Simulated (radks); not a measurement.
These are the eigenvalues of the occupied orbitals of an atom or ion with whole-number occupations (hartree). All-electron calculation, scalar-relativistic Kohn-Sham, PBE, spin-polarised, spherical densities, finite nucleus; Fermi nuclear charge, rms radius of each element as measured or else 0.836 A^(1/3) + 0.57 fm. Program: a radial shooting solver on a logarithmic mesh with Libxc functionals.

orbital  eigenvalue
1s        -66.43692
2s         -5.90943
2p         -4.29636
3s         -1.04869

Which element is it, and in what charge state? The configuration may be excited. Open shells, if any, are filled with parallel spins first.

Answer. Z = 14, silicon, charge +2: Si2+ in [Ne] 3s2. The list shows which subshells hold electrons but not how many an open one holds; the 1s level, -66.437 hartree, gives Z - s = 11.5 by -(Z - s)^2/2, which with screening and relativity narrows Z to a few neighbours, and the depths of the outer levels then fix element, charge and occupations together.
